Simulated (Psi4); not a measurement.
C₂H₆NO (SMILES CC([NH3+])=O), charge +1, singlet, at a GFN2-xTB geometry; B3LYP/6-31G** in Psi4.

Psi4 was given this input:
```
memory 2 GB

molecule {
1 1
  O     0.41974200    1.33598813    0.18594172
  C    -0.05433820    0.28311540    0.03863750
  N     1.00959146   -0.91424379   -0.16218644
  C    -1.41945678   -0.23474152    0.00307779
  H     0.77324402   -1.74122776    0.39821567
  H    -2.11338732    0.59558687   -0.12576523
  H    -1.57243450   -0.96617115   -0.78766538
  H    -1.65640409   -0.71484187    0.95515845
  H     1.93981953   -0.56467732    0.10965851
  H     1.04685615   -1.18711072   -1.15212253
}

set basis 6-31g**
set cholesky_tolerance 1e-6
set scf_type cd

energy('b3lyp')
print_variables()
```

Problem. Predict the main parts of the log of this Psi4 run.

Solution. 
```
   => Loading Basis Set <=

    Name: 6-31G**
    Role: ORBITAL
    Keyword: BASIS

         ---------------------------------------------------------
                                   SCF
               by Justin Turney, Rob Parrish, Andy Simmonett
                          and Daniel G. A. Smith
                              RKS Reference
         ---------------------------------------------------------

  ==> Geometry <==

    Molecular point group: c1
    Full point group: C1

    Geometry (in Angstrom), charge = 1, multiplicity = 1:

       Center              X                  Y                   Z               Mass
    ------------   -----------------  -----------------  -----------------  -----------------
         O            0.393580031236     1.260494493632     0.176009801455    15.994914619570
         C           -0.080500168764     0.207621763632     0.028705581455    12.000000000000
         N            0.983429491236    -0.989737426368    -0.172118358545    14.003074004430
         C           -1.445618748764    -0.310235156368    -0.006854128545    12.000000000000
         H            0.747082051236    -1.816721396368     0.388283751455     1.007825032230
         H           -2.139549288764     0.520093233632    -0.135697148545     1.007825032230
         H           -1.598596468764    -1.041664786368    -0.797597298545     1.007825032230
         H           -1.682566058764    -0.790335506368     0.945226531455     1.007825032230
         H            1.913657561236    -0.640170956368     0.099726591455     1.007825032230
         H            1.020694181236    -1.262604356368    -1.162054448545     1.007825032230

  Running in c1 symmetry.

  Rotational constants: A =      0.32935  B =      0.27892  C =      0.15946 [cm^-1]
  Rotational constants: A =   9873.73644  B =   8361.93551  C =   4780.47271 [MHz]
  Nuclear repulsion =  128.028934420182225

  Charge       = 1
  Multiplicity = 1
  Electrons    = 32
  Nalpha       = 16
  Nbeta        = 16

  ==> Algorithm <==

  SCF Algorithm Type is CD.
  DIIS enabled.
  MOM disabled.
  Fractional occupation disabled.
  Guess Type is SAD.
  Energy threshold   = 1.00e-06
  Density threshold  = 1.00e-06
  Integral threshold = 1.00e-12

  ==> Primary Basis <==

  Basis Set: 6-31G**
    Blend: 6-31G**
    Number of shells: 42
    Number of basis functions: 90
    Number of Cartesian functions: 90
    Spherical Harmonics?: false
    Max angular momentum: 2

  ==> DFT Potential <==

   => LibXC <=

    Version 7.1.2
    S. Lehtola, C. Steigemann, M. J. T. Oliveira, and M. A. L. Marques,  SoftwareX 7, 1–5 (2018) (10.1016/j.softx.2017.11.002)

   => Composite Functional: B3LYP <=

    B3LYP Hyb-GGA Exchange-Correlation Functional

    P. J. Stephens, F. J. Devlin, C. F. Chabalowski, and M. J. Frisch,  J. Phys. Chem. 98, 11623 (1994) (10.1021/j100096a001)

    Deriv               =              1
    GGA                 =           TRUE
    Meta                =          FALSE

    Exchange Hybrid     =           TRUE
    MP2 Hybrid          =          FALSE

   => Exchange Functionals <=

    0.0800   Slater exchange
    0.7200         Becke 88

   => Exact (HF) Exchange <=

    0.2000               HF

   => Correlation Functionals <=

    0.1900   Vosko, Wilk & Nusair (VWN5_RPA)
    0.8100   Lee, Yang & Parr

   => LibXC Density Thresholds  <==

    XC_HYB_GGA_XC_B3LYP:  1.00E-15

   => Molecular Quadrature <=

    Radial Scheme          =       TREUTLER
    Pruning Scheme         =           NONE
    Nuclear Scheme         =       TREUTLER

    Blocking Scheme        =         OCTREE
    BS radius alpha        =              1
    Pruning alpha          =              1
    Radial Points          =             75
    Spherical Points       =            302
    Total Points           =         213640
    Total Blocks           =           1620
    Max Points             =            256
    Max Functions          =             90
    Weights Tolerance      =       1.00E-15

  ==> Integral Setup <==

  ==> CDJK: Cholesky-decomposed J/K Matrices <==

    J tasked:                     Yes
    K tasked:                     Yes
    wK tasked:                     No
    Integrals threads:              1
    Algorithm:                   Core
    Integral Cache:              NONE
    Schwarz Cutoff:             1E-12
    Cholesky tolerance:      1.00E-06
    No. Cholesky vectors:         675

  Minimum eigenvalue in the overlap matrix is 3.7841366830E-03.
  Reciprocal condition number of the overlap matrix is 5.5412705507E-04.
    Using symmetric orthogonalization.

  ==> Pre-Iterations <==

  SCF Guess: Superposition of Atomic Densities via on-the-fly atomic UHF (no occupation information).

   -------------------------
    Irrep   Nso     Nmo
   -------------------------
     A         90      90
   -------------------------
    Total      90      90
   -------------------------

  ==> Iterations <==

                        Total Energy        Delta E     RMS |[F,P]|

   @RKS iter SAD:  -209.30991307512488   -2.09310e+02   0.00000e+00
   @RKS iter   1:  -209.30317682050432    6.73625e-03   8.45657e-03 ADIIS/DIIS
   @RKS iter   2:  -209.06710866083779    2.36068e-01   1.20792e-02 ADIIS/DIIS
   @RKS iter   3:  -209.50970566355389   -4.42597e-01   3.31665e-03 ADIIS/DIIS
   @RKS iter   4:  -209.54525127283847   -3.55456e-02   6.20178e-04 ADIIS/DIIS
   @RKS iter   5:  -209.54630965646950   -1.05838e-03   2.09665e-04 ADIIS/DIIS
   @RKS iter   6:  -209.54646538331571   -1.55727e-04   3.32901e-05 DIIS
   @RKS iter   7:  -209.54646888434337   -3.50103e-06   9.08273e-06 DIIS
   @RKS iter   8:  -209.54646916922323   -2.84880e-07   2.09987e-06 DIIS
   @RKS iter   9:  -209.54646918663201   -1.74088e-08   2.03553e-07 DIIS
  Energy and wave function converged.

  ==> Post-Iterations <==

   Electrons on quadrature grid:
      Ntotal   =   32.0000259370 ; deviation = 2.594e-05

    Orbital Energies [Eh]
    ---------------------

    Doubly Occupied:

[...]
      16A     -0.520814

    Virtual:

[...]
    Final Occupation by Irrep:
              A
    DOCC [    16 ]
    NA   [    16 ]
    NB   [    16 ]

  @RKS Final Energy:  -209.54646918663201

   => Energetics <=

    Nuclear Repulsion Energy =            128.0289344201822246
    One-Electron Energy =                -529.3414024882338254
    Two-Electron Energy =                 214.6497282081227809
    DFT Exchange-Correlation Energy =     -22.8837293267032038
    Empirical Dispersion Energy =           0.0000000000000000
    VV10 Nonlocal Energy =                  0.0000000000000000
    Total Energy =                       -209.5464691866320095

Computation Completed

Properties will be evaluated at   0.000000,   0.000000,   0.000000 [a0]

Properties computed using the SCF density matrix

 Multipole Moments:

 ------------------------------------------------------------------------------------
     Multipole            Electronic (a.u.)      Nuclear  (a.u.)        Total (a.u.)
 ------------------------------------------------------------------------------------

 L = 1.  Multiply by 2.5417464519 to convert [e a0] to [Debye]
 Dipole X            :          2.1595812           -1.6314853            0.5280959
 Dipole Y            :          2.5831971           -4.7078561           -2.1246590
 Dipole Z            :          0.3005686           -0.6193642           -0.3187956
 Magnitude           :                                                    2.2123950

 ------------------------------------------------------------------------------------

  Variable Map:
  ----------------------------------------------------------------------------
[...]
  Array Variable Map:
  ----------------------------------------------------------------------------
[...]
[...]
```
